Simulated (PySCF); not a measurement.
C2H10BNSSi.
Bonds: C1–N2, N2–C3, N2–B4, B4–S5, S5–Si6. Hydrogens: H7, H8, H9 on C1; H10, H11, H12 on C3; H13 on B4; H14, H15, H16 on Si6.

All values: wB97X-D/def2-SVPD (PySCF, non-relativistic), on one gas-phase PBE0-D3(BJ)/def2-SVP geometry that isn't relaxed in the solvent. The solvent is an IEF-PCM continuum (Bondi radii, 1.10 Å for H, scaled by 1.2), and excitations are vertical TDDFT with non-equilibrium linear response and a frozen core. The model holds no explicit solvent molecules, cavitation or dispersion.

Gas-phase singlets (H = HOMO, L = LUMO):

| state | E (eV) | λ (nm) | f | leading configurations |
| --- | --- | --- | --- | --- |
| S1 | 6.157 | 201 | 0.286 | H→L 93% |
| S2 | 6.246 | 198 | 0.025 | H→L+1 76% |
| S3 | 6.747 | 184 | 0.007 | H→L+2 64%, H→L+1 11% |
| S4 | 7.080 | 175 | 0.001 | H→L+3 71%, H-1→L+1 13% |
| S5 | 7.140 | 174 | 0.001 | H-2→L 89% |

Question: Give the list for cyclohexane (ε = 2.017), n² = 2.04.

Answer: 
```tsv
state	E (eV)	λ (nm)	f	leading configurations	change by rank (eV)
S1	6.095	203	0.380	H→L 94%	-0.062
S2	6.251	198	0.033	H→L+1 78%	+0.005
S3	6.726	184	0.006	H→L+2 66%, H→L+1 8%	-0.021
S4	7.088	175	0.001	H→L+3 68%, H-1→L+1 14%	+0.008
S5	7.156	173	0.002	H-2→L 87%	+0.016
```

Question: How do the frontier levels move from gas to cyclohexane?

Answer: 
| orbital | gas (eV) | solvent (eV) | change (eV) |
| --- | --- | --- | --- |
| LUMO+2 | 1.99 | 2.00 | +0.01 |
| LUMO+1 | 1.78 | 1.79 | +0.01 |
| LUMO | 1.78 | 1.78 | 0.00 |
| HOMO | -8.62 | -8.61 | +0.01 |
| HOMO-1 | -10.11 | -10.09 | +0.02 |
| HOMO-2 | -10.24 | -10.27 | -0.03 |
| HOMO-3 | -11.35 | -11.36 | -0.01 |

The HOMO–LUMO gap goes from 10.40 to 10.39 eV. Rows go by rank; for LUMO, LUMO+1 and LUMO+2 the atom shares or the degeneracy differ between the runs, so the row needn't follow one orbital.

Time: 33 s of wall time; peak memory 0.96 GiB. Hardware: one thread of an Arm Neoverse V2, no GPU, shared host with 96 logical CPUs at a one-minute load of 60. This is the whole response run at wB97X-D/def2-SVPD in cyclohexane, SCF included.

The values belong to the conformer `[CH3:1][N:2]([CH3:3])[BH:4][S:5][SiH3:6]`: C1–N2–B4–S5 180°, N2–B4–S5–Si6 179°.
